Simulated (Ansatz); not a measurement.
Mulliken charges of CH$_{3}$Cl$_{3}$SSi (`CS[Si](Cl)(Cl)Cl`) from ωB97M-V/def2-TZVPP in Ansatz (PBE0-D4/def2-TZVP geometry).

| atom | x (Å) | y (Å) | z (Å) | charge (e) |
| --- | --- | --- | --- | --- |
| C1 | -0.037 | -1.321 | 0.864 | -0.348 |
| S2 | 1.209 | -0.592 | -0.241 | -0.115 |
| Si3 | 0.182 | 1.138 | -0.821 | 0.500 |
| Cl4 | -1.580 | 0.709 | -1.753 | -0.165 |
| Cl5 | 1.395 | 2.149 | -2.093 | -0.149 |
| Cl6 | -0.282 | 2.326 | 0.770 | -0.165 |
| H7 | -0.247 | -0.659 | 1.702 | 0.149 |
| H8 | -0.952 | -1.550 | 0.319 | 0.149 |
| H9 | 0.400 | -2.246 | 1.237 | 0.143 |

Question: By hand: the dipole of these point charges (1 e Å = 4.8032 D).

Answer: Σ q r = (-0.057, -0.375, 0.269) e Å, of length 0.465 e Å = 2.23 D.

Question: How does the dipole of the full density compare? (An estimate is asked.)

Answer: Ansatz gave: (-0.103, -0.310, 0.251) e Å, 1.98 D; the point charges give 1.13 times that, at 8° from its direction.

Point charges leave out the atoms' own dipoles, such as those of lone pairs, and Mulliken's split depends on the basis, so the close match here is no proof of good charges.
